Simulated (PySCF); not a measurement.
Static response to an electric field

C6H6F (charge +1).
SMILES with atom numbers: `[CH:1]#[C:2]/[C:3]([F:4])=[CH:5]\[CH+:6][CH3:7]` (hydrogens: H8 on C1; H9 on C5; H10 on C6; H11, H12, H13 on C7)

Cartesian coordinates in Å at the GFN2-xTB level; atoms count from 1:
```
atom  x, y, z in Å
C1     2.8865   -1.0698   -0.5747
C2     2.1150   -0.1539   -0.4127
C3     1.2891    0.9592   -0.2361
F4     1.8687    2.1222   -0.3300
C5    -0.0769    0.9283    0.0271
C6    -0.7945   -0.2388    0.1489
C7    -2.2120   -0.2908    0.4214
H8     3.5461   -1.8828   -0.7148
H9    -0.5714    1.8865    0.1359
H10   -0.2714   -1.1834    0.0344
H11   -2.6757    0.6871    0.5206
H12   -2.7160   -0.8730   -0.3595
H13   -2.3917   -0.8904    1.3219
```

Level: wB97X-D/def2-SVPD (PySCF), static field, nuclei fixed, core orbitals frozen in the response. The polarisability tensor in these axes (au):

```
x   116.77  -3.04 -14.65
y    -3.04  69.62   1.00
z   -14.65   1.00  44.03
```

Question: What are the eigenvalues, a third of the trace, and Δα (Δα² = ½Σ(αi − αj)² over the three pairs)?

Answer: Principal values 41.18, 69.43 and 119.81 au; mean 76.81 au = 11.38 Å³ = 12.66 × 10⁻⁴⁰ C²·m²/J; Δα = 68.99 au (90 % of the mean).

Question: Rayleigh depolarisation ratio (linearly polarised light, static tensor)?

Answer: ρ = 3Δα²/(45ᾱ² + 4Δα²) = 14277.8/(265484 + 19037.0) = 0.0502.

Question: What are the principal values of the traceless quadrupole moment, Θ = ½Σq(3rr − r²1), about the centre of nuclear charge?

Answer: -18.47, -4.25, 22.71 D·Å. The values depend on the origin, since the species is charged. The electronic extent ⟨r²⟩ about the same centre is 904 bohr², a root-mean-square distance of 2.25 Å for the 50 electrons.

Question: Form Σ f/ω² (atomic units) for the 8 lowest TDDFT singlets, given as eV and f, and set it beside the mean polarisability, which is this sum over all singlets: 3.68, 0.0000; 4.18, 0.4020; 5.67, 0.0009; 5.80, 0.2157; 6.14, 0.0010; 6.64, 0.0000; 7.27, 0.0269; 7.41, 0.0004.

Answer: They add up to 22.19 au, 28.9 % of the 76.81 au; the largest single term is 17.02 au, from the state at 4.18 eV. Terms in order: 0.00, 17.02, 0.02, 4.75, 0.02, 0.00, 0.38, 0.01 au. Higher excitations give the rest. The strengths listed sum to 0.647.

Isolated species at its GFN2-xTB geometry (one conformer only).
